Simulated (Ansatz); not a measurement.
Reaction (ligand exchange at the Si–C bond): `OB(O)OC[SiH3]` + `C=C[SiH](C)O` → `C=C[SiH](C)O[SiH3]` + `COB(O)O`

Program: Ansatz. Geometries: PBE0-D4/def2-TZVP. ΔE: electronic, gas phase. CCSD(T)/CBS is the MP2 limit (def2-TZVPP, def2-QZVPP) plus CCSD(T) − MP2 in def2-TZVPP, frozen cores. Functionals use def2-TZVPP. Each species was taken in one conformer, which may not be the lowest.

```csv
level,ΔE (kcal/mol)
ωB97X-V,-33.2
PBE,-29.0
PBE0,-31.0
HF/def2-TZVPP,-39.2
HF/def2-QZVPP,-39.7
SCS-MP2/def2-QZVPP,-35.4
MP2/CBS(def2),-34.4
CCSD/CBS(def2),-34.5
```

Question: What does CCSD(T)/CBS give? (Estimate.)

Answer: Ansatz gave: -33.7 kcal/mol. The listed levels differ from it by 0.5, 4.7, 2.7, -5.5, -6.0, -1.7, -0.7, -0.8 kcal/mol.

Largest T1 diagnostic among the species: 0.012.

The D4 term adds −0.8 kcal/mol with B3LYP and −0.5 kcal/mol with PBE0; it sums over pairs of atoms, weighted by their polarisabilities, and B3LYP, whose exchange is more repulsive, gets the larger term. From PBE to PBE0 (25 % exact exchange), in def2-TZVPP and without D4, ΔE moves by −2.0 kcal/mol. In def2-TZVPP, CCSD(T) changes the Hartree–Fock value by +5.7 kcal/mol (the triples alone add +0.8 kcal/mol) and MP2 by +5.0 kcal/mol.

B3LYP here is the variant with VWN-RPA as its local correlation; programs differ in this.
